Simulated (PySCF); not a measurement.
# Computed structure and properties of [LuF2]+

System: [LuF2]+ (singlet in the valence; each metal's 4f electrons, 14 of them, lie in its core potential, out of spins and levels); start: template (C2v). Method: PySCF 2.14.0, RKS PBE0, Lu lcecp-1-SVP with ECP60, F def2-SVP; non-relativistic Hamiltonian with scalar-relativistic core potentials where named; density fitting; no spin-orbit coupling.

Input of the relaxation:

```python
mol = gto.M(atom='''
Lu     0.00000     0.00000    -0.14825
F      1.85650    -0.00000     0.68255
F     -1.85650     0.00000     0.68255''',
    basis={'Lu': 'lcecp-1-SVP', 'F': 'def2-SVP'},
    ecp={'Lu': 'lcecp-1-SVP'},
    charge=1, spin=0)
mf = dft.RKS(mol, xc='PBE0')
mf.grids.atom_grid = (50, 194)  # f atoms: unpruned, at least (60, 302)
mf = mf.density_fit()  # fitting sets: Lu AutoAux, F def2-universal-JKFIT
mf.conv_tol = 1e-08; mf.max_cycle = 55
mf.kernel(dm0)  # dm0: converged density of the start geometry
# quasi-Newton relaxation in Cartesian coordinates to a largest gradient under 0.00045 Eh/bohr, steps kept in the point group
```

Run from Python with OMP_NUM_THREADS=2; the lines above give its settings. Where DIIS fails, smearing, a level shift and second-order steps follow.
It took 14 s on 2 threads of Arm Neoverse N1, with other jobs on the host, from the converged density of the start.

Course of the relaxation:

```csv
step,energy above end (eV),largest force component within the symmetry (eV/Å)
0,0.5145,2.731
1,0.1145,0.801
2,0.0540,0.638
3,0.0167,0.312
4,0.0019,0.291
5,0.0002,0.029
6,0.0000,0.004
```

Relaxed geometry (C2v):

```xyz
3

Lu    0.0000    0.0000   -0.2996
F     1.5682    0.0000    0.7582
F    -1.5682    0.0000    0.7582
```

| contact | Å |
| --- | --- |
| Lu1–F2 (F) | 1.892 |
| Lu1–F3 (F) | 1.892 |

On the finer grid (75, 302):

| Item | Value |
| --- | --- |
| HOMO | -16.40 eV |
| LUMO | -8.69 eV |
| Dipole about the centre of mass | 6.15 D |
| Set of Mulliken populations of Lu1 outside the core potential | s 2.13, p 6.17, d 1.01, f 0.08 |
| D3(BJ) dispersion energy (not in the energies) | -0.023 eV |

| atom | Mulliken (e) | Löwdin (e) | spin (e) |
| --- | --- | --- | --- |
| Lu1 | 1.62 | 1.33 | 0.00 |
| F2 | -0.31 | -0.16 | 0.00 |
| F3 | -0.31 | -0.16 | 0.00 |

The 4f levels lie in the core potential and are missing.

On the grid (50, 194), as all that follows. Harmonic modes: a minimum; lowest 135 cm⁻¹ (negative: unstable), highest 690 cm⁻¹, zero-point energy 0.093 eV.

Taking off one F (charge -1, singlet; the rest: singlet) in vacuum, both parts rigid, costs 18.18 eV; the small basis without counterpoise inflates it. Most of it is the attraction of opposite charges; other ways to part are cheaper, and one spin state was tried for the rest.

Rigid scan of F along the line from its metal:

| distance to F2 (Å) | energy (eV) |
| --- | --- |
| 1.59 | 2.166 |
| 1.69 | 0.808 |
| 1.79 | 0.170 |
| 1.89 | 0.000 |
| 1.99 | 0.127 |
| 2.09 | 0.437 |
| 2.29 | 1.330 |
| 2.59 | 2.831 |
| 2.99 | 4.576 |
| 3.49 | 6.078 |

One start shape was tried, so this needn't be the lowest isomer.

An lcecp potential fixes the number of 4f electrons, so in runs with it no electron can move into or out of that shell.
